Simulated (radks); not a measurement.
The ytterbium ion Yb25+, configuration [Kr] 4d9.

All-electron calculation, Dirac Kohn-Sham, relativistic LDA (MacDonald-Vosko exchange, VWN5 correlation), spin-unpolarised, spherical densities, finite nucleus; open shells fill j = l - 1/2 first; Fermi nuclear charge, rms radius 5.3108 fm. Program: a radial shooting solver on a logarithmic mesh with Libxc functionals.

Energy parts (hartree):
part                       energy
total                 -13767.3533
kinetic                15267.5144
electron-nucleus      -32772.4357
Hartree                 3965.0885
exchange-correlation    -227.5206

Orbitals (lengths in bohr, moments of r in powers of bohr; r(90%) holds 90 % of the orbital's charge):
| orbital | occ. | eigenvalue (hartree) | <r^2> | r(90%) | <r^4> | <1/r> |
|---|---|---|---|---|---|---|
| 1s1/2 | 2 | -2261.720 | 0.0005345 | 0.0359 | 7.683e-07 | 80.25 |
| 2s1/2 | 2 | -408.3439 | 0.008218 | 0.130 | 0.0001174 | 19.38 |
| 2p1/2 | 2 | -391.2195 | 0.005902 | 0.114 | 0.00007135 | 19.36 |
| 2p3/2 | 4 | -353.2419 | 0.007112 | 0.124 | 0.00009919 | 16.64 |
| 3s1/2 | 2 | -115.3774 | 0.05363 | 0.318 | 0.004330 | 7.129 |
| 3p1/2 | 2 | -107.7825 | 0.04939 | 0.309 | 0.003846 | 7.048 |
| 3p3/2 | 4 | -99.66105 | 0.05595 | 0.328 | 0.004885 | 6.353 |
| 3d3/2 | 4 | -86.64897 | 0.04372 | 0.300 | 0.003365 | 6.238 |
| 3d5/2 | 6 | -84.86869 | 0.04552 | 0.306 | 0.003619 | 6.070 |
| 4s1/2 | 2 | -44.32202 | 0.2397 | 0.657 | 0.08100 | 3.194 |
| 4p1/2 | 2 | -41.16193 | 0.2425 | 0.665 | 0.08444 | 3.112 |
| 4p3/2 | 4 | -38.95813 | 0.2678 | 0.698 | 0.1025 | 2.882 |
| 4d3/2 | 4 | -33.70260 | 0.2700 | 0.712 | 0.1088 | 2.739 |
| 4d5/2 | 5 | -33.25045 | 0.2777 | 0.722 | 0.1148 | 2.685 |
| 5s1/2 | 0 | -22.78228 | 0.8010 | 1.18 | 0.8629 | 1.695 |
| 5p1/2 | 0 | -21.40713 | 0.8384 | 1.21 | 0.9528 | 1.645 |
| 5p3/2 | 0 | -20.60934 | 0.9030 | 1.25 | 1.103 | 1.559 |

The highest occupied level is 4d5/2 at -904.79 eV. The electron density at the nucleus is 1.012e+06 e/bohr^3. For comparison, the ionisation energy in NIST's Atomic Spectra Database is 924 eV (theoretical). In exact Kohn-Sham theory the highest level is minus the ionisation energy, but local and semilocal functionals leave it too shallow, through self-interaction and a potential that decays too fast; potentials with the right tail come closer. The density falls to 0.001 e/bohr^3 at r = 1.33 bohr.

Beside tabulated values, note that spin-unpolarised runs miss the spin-polarisation part of the exchange energy of open shells.
